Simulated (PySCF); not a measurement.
C4H8S, SMILES CC1CSC1.

The structure is a stationary point at PBE-D3(BJ)/def2-SVP.

Calculation: PySCF with PBE-D3(BJ)/def2-SVP.

Frequencies are harmonic and unscaled.

```tsv
mode	ν (cm⁻¹)	IR (km/mol)	moving atoms (share of kinetic energy)
1	111	1.8	C 48 %, H 32 %, S 20 %
2	234	0.0	H 94 %
3	304	0.2	C 54 %, H 41 %
4	407	0.9	C 48 %, H 48 %
5	473	1.8	S 43 %, C 42 %, H 14 %
6	683	1.3	C 63 %, S 25 %, H 12 %
7	711	2.2	C 61 %, H 24 %, S 15 %
8	817	0.8	H 77 %, C 23 %
9	837	0.3	C 63 %, H 36 %
10	891	2.2	H 64 %, C 35 %
11	906	0.7	H 59 %, C 41 %
12	957	4.1	H 83 %, C 14 %
13	993	0.3	H 99 %
14	1081	3.3	H 51 %, C 49 %
15	1123	1.0	C 57 %, H 43 %
16	1144	13.9	H 76 %, C 24 %
17	1164	0.7	H 56 %, C 44 %
18	1188	0.8	H 71 %, C 29 %
19	1267	0.4	H 71 %, C 29 %
20	1304	1.9	H 68 %, C 32 %
21	1345	6.3	H 69 %, C 31 %
22	1399	0.3	H 92 %, C 8 %
23	1414	6.3	H 95 %
24	1418	4.2	H 95 %
25	1423	7.8	H 89 %, C 11 %
26	2962	15.7	H 97 %
27	2976	47.2	H 95 %
28	2977	14.7	H 94 %
29	2992	13.1	H 92 %
30	3051	5.7	H 90 %, C 10 %
31	3054	23.9	H 91 %, C 9 %
32	3055	0.4	H 90 %, C 10 %
33	3057	35.0	H 90 %, C 10 %
```
